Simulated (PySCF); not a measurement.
Electric field gradients and quadrupole coupling constants

Compound: C₄H₁₀O₃Si₂.
Structure used (GFN2-xTB), in Å, numbered top down from 1:
```
atom  x, y, z in Å
C1    -1.250    0.819   -1.790
O2    -0.899    0.892   -0.424
C3    -0.105   -0.158    0.031
O4    -0.847   -1.344    0.071
Si5   -0.368   -2.870   -0.144
Si6    0.431    0.433    1.772
C7     1.486    1.960    1.478
C8     1.548    2.519    0.316
O9     1.595    2.961   -0.756
H10   -0.352    0.863   -2.418
H11   -1.797   -0.103   -2.005
H12   -1.882    1.681   -1.993
H13    0.751   -0.303   -0.654
H14   -1.658   -3.537   -0.111
H15    0.544   -3.287    0.925
H16    0.332   -3.029   -1.424
H17   -0.778    0.721    2.544
H18    1.247   -0.602    2.423
H19    1.993    2.394    2.317
```

Field gradients from the PBE0/pcSseg-1 density (PySCF, non-relativistic), principal values in atomic units, ordered |Vxx| ≤ |Vyy| ≤ |Vzz|:

```
atom      Vxx      Vyy      Vzz
  O2  -0.1145  -1.8621   1.9766
  O4  -0.5095  -1.1186   1.6281
  O9   0.3579   0.5863  -0.9442
```

Question: Find the asymmetry η = (Vxx − Vyy)/Vzz and the couplings χ = eQV/h (234.96 MHz × Q in barn × V in au), with Q(17O) = −0.0256 b.

Answer: 
```json
{"atom": "O2", "environment": "ether oxygen", "nucleus": "17O", "η": "0.88", "χzz (MHz)": "-11.89", "χxx (MHz)": "0.69", "χyy (MHz)": "11.20"}
{"atom": "O4", "environment": "silyl ether oxygen", "nucleus": "17O", "η": "0.37", "χzz (MHz)": "-9.79", "χxx (MHz)": "3.06", "χyy (MHz)": "6.73"}
{"atom": "O9", "environment": "oxygen bonded to C", "nucleus": "17O", "η": "0.24", "χzz (MHz)": "5.68", "χxx (MHz)": "-2.15", "χyy (MHz)": "-3.53"}
```

Question: What is Vzz at O9 in SI units (1 au = 9.71736 × 10²¹ V/m²)?

Answer: -0.9442 au = -9.175 × 10²¹ V/m².

Question: What couplings would deuterons (Q(2H) = 0.00286 b) have in place of the hydrogens, at this geometry?

Answer: 
```csv
atom,bonded to,bond length (Å),Vzz (au),η,χzz (kHz)
H10,C1,1.096,0.2898,0.09,195
H11,C1,1.093,0.2946,0.06,198
H12,C1,1.088,0.3074,0.07,207
H13,C3,1.106,0.2683,0.08,180
H14,Si5,1.453,0.1684,0.01,113
H15,Si5,1.466,0.1567,0.04,105
H16,Si5,1.468,0.1559,0.04,105
H17,Si6,1.463,0.1617,0.02,109
H18,Si6,1.470,0.1561,0.03,105
H19,C7,1.073,0.3575,0.11,240
```

One conformer (not necessarily the lowest) at the GFN2-xTB geometry, without solvent, vibrations or thermal averaging. GFN2-xTB bond lengths can be off by several hundredths of an ångström, more for odd bonds, and the gradients follow them. These gradients aren't converged with respect to the basis.
